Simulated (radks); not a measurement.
Numerical settings for the chlorine ion Cl3+, [Ne] 3s2 3p2. All-electron calculation, non-relativistic Kohn-Sham, BLYP, spin-polarised, spherical densities, point nucleus; open shells are filled with parallel spins first. Program: a radial shooting solver on a logarithmic mesh with Libxc functionals. The defaults (mesh step 0.008 in ln r, mesh end at 40 bohr or more with all orbitals vanishing there, Anderson mixing 0.5 over 9 steps, residual threshold near 1e-9 with the energy settled to 1e-9 hartree or 1e-11 of itself, here a cap of 94 iterations) give E = -457.3716 hartree and 3p at -46.106 eV in 14 iterations. Run on one thread of a shared host, so times are rough (Arm Neoverse V2): 0.09 s of CPU time, 0.09 s wall, 14 iterations on 2476 mesh points. Changes against that run (0 stands for a change within the tolerance of the run):

[
 {"setting": "mesh step in ln r 0.05", "iterations": "14", "converged": "yes", "E (mhartree)": "+0.000421", "e(3p) (meV)": "0", "CPU (s)": "0.02"},
 {"setting": "mesh step in ln r 0.12", "iterations": "4", "converged": "no", "E (mhartree)": "diverged", "e(3p) (meV)": "-", "CPU (s)": "0.01"},
 {"setting": "mesh step in ln r 0.003", "iterations": "14", "converged": "yes", "E (mhartree)": "0", "e(3p) (meV)": "0", "CPU (s)": "0.23"},
 {"setting": "mesh end (bohr) 8", "iterations": "14", "converged": "yes", "E (mhartree)": "0", "e(3p) (meV)": "+0.00328", "CPU (s)": "0.09"},
 {"setting": "mesh end (bohr) 400", "iterations": "14", "converged": "yes", "E (mhartree)": "0", "e(3p) (meV)": "0", "CPU (s)": "0.09"},
 {"setting": "residual threshold 0.1", "iterations": "8", "converged": "yes", "E (mhartree)": "0", "e(3p) (meV)": "-1.26", "CPU (s)": "0.06"},
 {"setting": "residual threshold 1e-13", "iterations": "94", "converged": "no", "E (mhartree)": "0", "e(3p) (meV)": "0", "CPU (s)": "0.35"},
 {"setting": "mixing 1", "iterations": "10", "converged": "yes", "E (mhartree)": "0", "e(3p) (meV)": "0", "CPU (s)": "0.07"},
 {"setting": "linear mixing, mixing 0.5", "iterations": "30", "converged": "yes", "E (mhartree)": "0", "e(3p) (meV)": "0", "CPU (s)": "0.15"},
 {"setting": "linear mixing, mixing 0.05", "iterations": "94", "converged": "no", "E (mhartree)": "+0.00434", "e(3p) (meV)": "-72.9", "CPU (s)": "0.5"},
 {"setting": "mixing history 3", "iterations": "16", "converged": "yes", "E (mhartree)": "0", "e(3p) (meV)": "0", "CPU (s)": "0.09"},
 {"setting": "iteration cap 3", "iterations": "3", "converged": "no", "E (mhartree)": "+1.2", "e(3p) (meV)": "-593", "CPU (s)": "0.03"}
]

No run marked as converged misses the energy by more than 1 mhartree. A mesh that ends early acts as a hard wall.
